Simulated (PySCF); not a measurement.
Computed IR spectrum (relative IR intensity) of a molecule C₂H₇BO₃. Geometry optimised at PBE-D3(BJ)/def2-SVP. One conformer was computed; it need not be the lowest. Calculation: PySCF with PBE-D3(BJ)/def2-SVP. Harmonic, unscaled wavenumbers; measured fundamentals usually lie a few per cent lower.

| ν (cm⁻¹) | relative intensity |
|---|---|
| 92 | 2.7 |
| 151 | 6.8 |
| 189 | 2.2 |
| 267 | 17 |
| 302 | 32 |
| 557 | 2.2 |
| 762 | 11 |
| 775 | 2.7 |
| 848 | 17 |
| 965 | 35 |
| 1023 | 18 |
| 1103 | 33 |
| 1166 | 2.2 |
| 1235 | 27 |
| 1318 | 6.9 |
| 1342 | 85 |
| 1382 | 54 |
| 1503 | 100 |
| 2954 | 32 |
| 3007 | 5.8 |
| 3038 | 10.0 |
| 3056 | 5.3 |
| 3525 | 61 |
| 3715 | 11 |

Q: Which molecule gave these data?
A) COB(O)CO
B) OCB(O)CO
C) OCCB(O)O
D) C[C@H](O)B(O)O

A: A, COB(O)CO
